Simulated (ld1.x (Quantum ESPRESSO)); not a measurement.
Reading a pseudo-wave (Sc (Z = 21))

Columns: radius, all-electron u(r) and pseudo u(r) of the 4s shell (level -4.04 eV) of scandium in the configuration [Ar] 3d1 4s2 4p0; BLYP, scalar-relativistic, ultrasoft scheme, ld1.x (Quantum ESPRESSO) 7.5.

```csv
r (bohr),all-electron,pseudo
0.173,-0.1261,-0.0399
0.345,-0.0793,-0.0798
0.518,0.1199,-0.1202
0.690,0.2397,-0.1608
0.862,0.2515,-0.2018
1.035,0.1860,-0.2433
1.208,0.0807,-0.2847
1.380,-0.0368,-0.3255
1.553,-0.1516,-0.3656
1.725,-0.2542,-0.4039
1.898,-0.3421,-0.4402
2.070,-0.4135,-0.4732
2.242,-0.4695,-0.5026
2.415,-0.5116,-0.5276
2.588,-0.5411,-0.5475
2.760,-0.5598,-0.5615
2.932,-0.5694,-0.5696
3.105,-0.5713,-0.5713
3.278,-0.5669,-0.5669
3.450,-0.5573,-0.5573
3.623,-0.5435,-0.5435
3.795,-0.5266,-0.5266
3.968,-0.5072,-0.5072
4.140,-0.4862,-0.4862
4.312,-0.4641,-0.4641
4.485,-0.4411,-0.4411
```

Task: How many radial nodes do the two functions have?

Result: The all-electron 4s function has n − l − 1 = 3 (the table is too coarse to show those close to the nucleus); the pseudo-wave has 0, since the states of the same l below it are removed with the core.

Task: At about which radius was the pseudo-wave matched?

Result: 3.10 bohr, where the columns begin to agree (steps of 0.17 bohr).

Task: Is the pseudo-wave norm-conserving?

Result: No, it belongs to an ultrasoft set: the norm inside the radius is not constrained, and the difference is carried by the augmentation charge.
